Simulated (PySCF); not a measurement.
**Electronic structure of Sr²⁺ (strontium, charge +2) at the UHF level**

Configuration: [Kr], closed-shell 1S. Computed with PySCF 2.14 in x2c-TZVPall (8s6p6d1f, 63 functions), with the spin-free X2C one-electron Hamiltonian (Gaussian nucleus).

| Property | Result |
| --- | --- |
| Total energy | -3176.761079 hartree |
| One-electron energy | -4378.0227 hartree |
| Hartree (Coulomb) energy | 1305.0281 hartree |
| Exchange energy | -103.7664 hartree |
| ⟨S²⟩ | 0.0000 |
| ⟨L²⟩ | 0.000 |
| Sum of ⟨r⟩ | 22.31 bohr |
| Sum of ⟨r²⟩ | 26.38 bohr² |
| Langevin diamagnetic susceptibility | -20.9 ×10⁻⁶ cm³/mol |
| Time after the integrals | 0.25 s of wall time on 1 thread of Neoverse-V1 (shared host) |

| shell | electrons | mean orbital energy (eV) | rms radius, mean of both spins (bohr) |
| --- | --- | --- | --- |
| 1s | 2 | -16210.9 | 0.0451 |
| 2s | 2 | -2275.0 | 0.187 |
| 2p | 6 | -2017.7 | 0.166 |
| 3s | 2 | -393.18 | 0.524 |
| 3p | 6 | -307.52 | 0.535 |
| 3d | 10 | -165.57 | 0.547 |
| 4s | 2 | -66.254 | 1.45 |
| 4p | 6 | -43.082 | 1.67 |

Densities and radii are taken from the X2C orbitals without a picture-change correction, which distorts them close to the nucleus.
